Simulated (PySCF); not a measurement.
Computed IR spectrum (relative IR intensity) of a molecule C₆H₁₂O₂. Geometry: PBE0-D3(BJ)/def2-SVP. The values are those of a single conformer. Calculation: PBE0-D3(BJ)/def2-SVP (PySCF). No scaling factor is applied to the harmonic values.

ν (cm⁻¹): 323 (vw), 366 (w), 793 (vw), 900 (w), 1081 (vw), 1195 (m), 1240 (vs), 1269 (w), 1340 (s), 1373 (vw), 1386 (w), 1407 (w), 1456 (w), 1460 (w), 1468 (vw), 1478 (w), 1498 (m), 1873 (vs), 3054 (m), 3064 (m), 3147 (w), 3161 (w), 3169 (m), 3201 (w) (against the strongest line: vs over 80 %, s over 45 %, m over 15 %, w over 4 %, vw less)

### Question
Which molecule gave these data?
A. CCCCOC(C)=O
B. COC(=O)C(C)(C)C
C. CC/C(=C/OC)OC

### Answer
B, COC(=O)C(C)(C)C
